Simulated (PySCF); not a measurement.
## NbSe: energy against distance

Set-up: Nb def2-TZVPP with ECP28, Se def2-TZVPP; scalar-relativistic core potentials (PySCF 2.14). Energies in eV from Nb (4d4 5s1) + Se in their ground configurations at the same level. State: ⁴Σ⁻ (quartet), unpaired electrons σ ↑, δ ↑↑.

| R (Å) | BP86 | CAM-B3LYP | PBE | r²SCAN |
| --- | --- | --- | --- | --- |
| 1.951 | -3.408 | -2.809 | -3.376 | -3.002 |
| 2.042 | -4.413 | -3.804 | -4.376 | -4.008 |
| 2.133 | -4.969 | -4.342 | -4.929 | -4.561 |
| 2.201 | -5.171 | -4.524 | -5.129 | -4.760 |
| 2.269 | -5.238 | -4.566 | -5.194 | -4.822 |
| 2.337 | -5.202 | -4.502 | -5.157 | -4.782 |
| 2.428 | -5.041 | -4.299 | -4.994 | -4.615 |
| 2.541 | -4.722 | -3.923 | -4.676 | -4.292 |
| 2.677 | -4.256 | -3.382 | -4.211 | -3.823 |
| 2.859 | -3.603 | -2.626 | -3.561 | -3.169 |

**Question.** Put a parabola through the three lowest points of the BP86 curve and estimate Re, k and ωe (reduced mass 42.96 u; 1 eV/Å² = 0.16022 mdyn/Å; ωe = 1302.8·√(k/μ) cm⁻¹).

**Answer.** Through R = 2.201, 2.269, 2.337 Å the second-order coefficient is 11.1 eV/Å², so Re ≈ 2.279 Å, k ≈ 3.57 mdyn/Å and ωe ≈ 375 cm⁻¹. A polynomial fit of higher order to the unrounded BP86 energies gives Re = 2.276 Å, k = 3.42 mdyn/Å, ωe = 367 cm⁻¹; anharmonicity and rounding make the difference.

The higher-order fit for each curve: BP86: Re = 2.276 Å, ωe = 367 cm⁻¹, De = 5.24 eV; CAM-B3LYP: Re = 2.259 Å, ωe = 388 cm⁻¹, De = 4.57 eV; PBE: Re = 2.275 Å, ωe = 367 cm⁻¹, De = 5.19 eV; r²SCAN: Re = 2.273 Å, ωe = 370 cm⁻¹, De = 4.82 eV.

The metal atom is held in its measured ground configuration; semilocal functionals can put another filling of s and d lower by some tenths of an eV, and De to that atom would be smaller. ⟨S²⟩ of the unrestricted solution departs from its pure value on part of the curve, where spin states mix. Spin–orbit coupling is left out, which matters for elements this heavy, above all for dissociation energies. With d or f electrons several states lie close, and the lowest PBE0 determinant need not be the measured ground state.
